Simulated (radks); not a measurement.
Task: Coherent X-ray form factor from a spherical all-electron density. Calculated with a radial shooting solver on a logarithmic mesh with Libxc functionals: scalar-relativistic Kohn-Sham, LDA (Slater exchange, VWN5 correlation), spin-polarised, spherical densities, finite nucleus; Fermi nuclear charge, rms radius of each element as measured or else 0.836 A^(1/3) + 0.57 fm.

sin(theta)/lambda (1/angstrom),f0 (electrons)
0.05,16.864
0.1,16.466
0.15,15.843
0.2,15.045
0.25,14.132
0.3,13.165
0.4,11.278
0.5,9.678
0.6,8.459
0.8,6.931
1,5.975
1.25,4.938
1.5,3.968
2,2.518

The species is in the configuration that NIST lists as its ground one. Which atom or ion scatters so?

Result: The vanadium ion V6+, [Ne] 3s2 3p5. Extrapolating in s^2 from the first two rows gives f0(0) = 17.0, near the electron count 17; among species with that count, the fall with angle is slower the higher Z, and the table is that of Z = 23; from so few rows the species is fixed only to a neighbour or two.
